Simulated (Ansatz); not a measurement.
Ideal-gas functions of CH₃AlFNS, SMILES `F[CH]1[NH][Al]1[SH]` at 500 K and 1 bar, from an Ansatz frequency run at PBE0-D4/def2-TZVP.

Molar mass 107.09 g/mol, point group C1 (symmetry number 1), electronic degeneracy 1, moments of inertia 45.25, 371.28, 398.926 u Å². Harmonic wavenumbers (cm⁻¹, unscaled): 103, 131, 188, 260, 412, 454, 564, 651, 694, 803, 962, 1042, 1094, 1233, 1352, 2702, 3084, 3592.

Use S(trans) = R[1.5 ln M + 2.5 ln T − 1.1517]; rotational temperatures θ = 24.2544 K / I; S(rot) = R[ln(√π/σ · √(T³/θAθBθC)) + 1.5]; for each mode x = 1.438777 ν̃/T, S = R[x/(eˣ − 1) − ln(1 − e⁻ˣ)] and H = RT x/(eˣ − 1); 1 cm⁻¹ = 0.0119627 kJ/mol; R = 8.31446 J/(mol·K).

By hand: the entropy, in J/(mol·K).

Translation 177.9. Rotation: θ = 0.536, 0.0653, 0.0608 K, giving 120.3. Vibration, mode by mode: 18.46, 16.48, 13.52, 10.92, 7.37, 6.66, 5.14, 4.21, 3.82, 2.98, 2.08, 1.73, 1.54, 1.12, 0.85, 0.03, 0.01, 0.00, in all 96.9. Electronic 0.0. Sum 395.1 J/(mol·K).

By hand: H − E and G − E in kJ/mol, counted from the electronic energy.

Zero-point energy ½ × 19321 × 0.0119627 = 115.6; thermal vibration 25.3; translation, rotation and pV give 4 RT = 16.6. H − E = 157.5 kJ/mol, and G − E = 157.5 − 500 × 395.1/1000 = -40.1 kJ/mol.

Vibration gives 25 % of the entropy, 34.9 J/(mol·K) of it from the modes under 150 cm⁻¹: soft modes count most, and the harmonic formula is weakest for them. The sum counts one conformer and one mirror image; others add a mixing term.
